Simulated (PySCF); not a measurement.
C4H8OSSi (charge +1 and doublet state).
Z-matrix (Å and degrees, GFN2-xTB geometry), rows numbered from 1:
```
C 
C   1  1.3124
C   2  1.4727  1  133.87
Si  3  1.9286  2  107.98  1   136.65
C   4  1.9458  3   94.93  2    42.92
S   5  1.8025  4  105.71  3   -28.02
O   6  1.4397  2  106.86  1   -43.67
H   1  1.0802  2  121.79  3    -1.80
H   1  1.0781  2  122.45  3  -179.95
H   3  1.0901  2  109.12  1    13.33
H   3  1.0936  2  109.93  1  -103.11
H   4  1.4583  3  111.19  2   -69.05
H   4  1.4560  3  112.09  2   153.72
H   5  1.0855  4  115.56  3  -147.30
H   5  1.0867  4  110.70  3    88.44
```

The hyperfine couplings belong to this conformer and change with its torsions.

As a line formula: `[CH2+][C]1C[SiH2]C[S@]1=O` [radical] (charge +1).

Computed with PySCF, UKS B3LYP, pcH-1 on C H O S Si, non-relativistic, mean-field spin-orbit, GIAO. One conformer (not necessarily the lowest) at the GFN2-xTB geometry, without solvent, vibrations or thermal averaging. Couplings are sensitive to structure, and on GFN2-xTB geometries they can be far from those on DFT ones, by a factor of two or more for some ions and for spin on atoms past the first row. No stability test was run, so a lower SCF solution isn't excluded.

Principal values of hyperfine tensors in MHz (contact, dipolar and spin–orbit terms together), for some of the nuclei:

```
atom  isotope       A1     A2      A3
  S6      33S    55.50  56.44  155.29
  O7      17O  -184.87  49.04   50.97
  C2      13C    12.65  14.64   43.55
 H10       1H    17.11  18.46   21.54
 H13       1H    14.25  15.19   17.25
  H8       1H    11.98  12.91   18.11
  C3      13C     7.77   8.21   14.30
 H12       1H     7.00   8.14   10.54
```

(1) Split each tensor into its isotropic and traceless parts, and turn a_iso into mT with g = 2.0091.

(2) What spin density at the nucleus of H13 lies behind its contact coupling (g_N = 5.58569)?

(3) Si4 (29Si, g_N = -1.11058) isn't in the table. Its spin density at the nucleus is 0.009719 bohr⁻³. What is its contact coupling?

(4) Name the largest traceless tensor T of the table and describe it.

(5) What first-order splitting does C2 cause when the field lies along A1, A2 or A3 of its tensor (g taken as isotropic, no quadrupole term)?

Answers

(1) a_iso = (A1 + A2 + A3)/3, Ti = Ai − a_iso; 1 mT corresponds to 28.120 MHz. The tensors hold a spin–orbit part: the run splits a_iso into a_FC + a_SO, and T includes its anisotropic share.

```tsv
atom	a_iso (MHz)	a_FC	a_SO	a_iso (mT)	T1	T2	T3
S6	89.08	89.31	-0.23	3.168	-33.58	-32.63	66.21
O7	-28.28	-26.82	-1.46	-1.006	-156.58	77.33	79.25
C2	23.61	23.50	0.12	0.840	-10.96	-8.98	19.94
H10	19.04	19.04	0.00	0.677	-1.93	-0.58	2.50
H13	15.56	15.56	0.00	0.553	-1.31	-0.38	1.69
H8	14.33	14.33	0.00	0.510	-2.35	-1.42	3.77
C3	10.10	10.11	-0.02	0.359	-2.32	-1.88	4.21
H12	8.56	8.57	-0.01	0.305	-1.56	-0.42	1.98
```

(2) a_FC = 800.24 MHz bohr³ × g_N × ρ(0)/(2S). With a_FC = 15.56 MHz and 2S = 1, ρ(0) = 0.003482 bohr⁻³. In magnitude that is 1.1 % of the 1/π = 0.318 of a free hydrogen atom.

(3) By the same relation, a_FC = -8.64 MHz. The spin–orbit term adds +0.06 MHz. Its full tensor has the principal values -18.95, -3.57, -3.20 MHz.

(4) O7: -156.6, 77.3, 79.3 MHz (the dipolar term alone has -158.1, 78.3, 79.8), axial, in the ratio +1:+1:−2, the form that spin in one p orbital centred on that nucleus gives (the nuclear moment is negative).

(5) 2 lines (I = 1/2), spaced by |A_i|/(g × 13.996): 0.45, 0.52, 1.55 mT along the axes of A1, A2 and A3.

The SMILES draws the unpaired electron on C2; the largest computed Mulliken spin population is on O7 (0.48 against 0.07).
